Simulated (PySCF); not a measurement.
PySCF input file for C6H7, SMILES [C]1=CC=CCC1, multiplicity 2, B3LYP/pcH-1. The structure is a stationary point at B3LYP-D3(BJ)/def2-SVP. The isomer is the one that the SMILES or the coordinates give; other isomers of the formula were not compared. One conformer was computed; it need not be the lowest.

```python
import numpy as np
from pyscf import gto, scf, dft
from pyscf.prop.hfc import uks as hfc

mol = gto.M(
    atom='''
    C    -0.02381731   -1.41728964   -0.17441673
    C     1.19745414   -0.89554021   -0.22817234
    C     1.30234658    0.58118308   -0.20558171
    C     0.23841258    1.33806203    0.12079256
    C    -1.06974882    0.70448978    0.53607694
    C    -1.30503464   -0.66971808   -0.14167998
    H     2.10559131   -1.50043862   -0.31271948
    H     2.26471492    1.03914165   -0.45268950
    H     0.32522196    2.42771245    0.15861359
    H    -1.92131365    1.37076312    0.32475872
    H    -1.05384507    0.56665845    1.63593834
    H    -1.65772850   -0.53173802   -1.18307792
    H    -2.10031602   -1.21922083    0.38706385
    ''',
    basis='pcH-1',
    charge=0,
    spin=1,
    max_memory=1600,
    verbose=3,
)
mf = dft.UKS(mol, xc='b3lyp').density_fit(auxbasis='def2-universal-jkfit')
mf.grids.level = 3
mf.conv_tol = 1e-10
mf.max_cycle = 100
mf.kernel()
fine, coarse = mf.grids, dft.Grids(mol).set(level=1).build(with_non0tab=True)
for _ in range(3):  # follow internal instabilities
    mf.grids = coarse
    mo, _, stable, _ = mf.stability(return_status=True, nroots=4)
    mf.grids = fine
    if stable:
        break
    mf.kernel(mf.make_rdm1(mo, mf.mo_occ))
A = hfc.HFC(mf).make_fcdip(mf.make_rdm1())  # Fermi contact and dipolar terms, MHz
print('atom   A(iso)/MHz   principal dipolar parts/MHz')
for i, a in enumerate(A):
    w = np.linalg.eigvalsh((a + a.T) / 2)
    print(f'{mol.atom_symbol(i):2s}{i + 1:3d} {w.mean():12.2f}', (w - w.mean()).round(2))
```

It prints:

```

WARN: HOMO -0.211200129131369 >= LUMO -0.21120012913137

converged SCF energy = -232.754188131935  <S^2> = 0.76684979  2S+1 = 2.0167794
<class 'pyscf.df.df_jk.DFUKS'> wavefunction is stable in the internal stability analysis
atom   A(iso)/MHz   principal dipolar parts/MHz
C   1       381.76 [-81.52 -52.35 133.87]
C   2         5.64 [-22.73   2.26  20.47]
C   3        58.97 [-9.08 -0.4   9.48]
C   4       -11.20 [-11.17   4.79   6.38]
C   5        31.32 [-6.01 -5.53 11.54]
C   6        22.57 [-7.33 -6.19 13.52]
H   7        71.37 [-6.78 -5.49 12.26]
H   8        14.12 [-3.21 -2.85  6.06]
H   9        12.37 [-1.62  0.17  1.45]
H  10        15.57 [-3.8 -1.   4.8]
H  11       -10.47 [-4.41 -1.62  6.03]
H  12        11.67 [-7.   -4.25 11.25]
H  13        45.37 [-7.31 -6.21 13.52]
```

The calculation finished and met its thresholds.
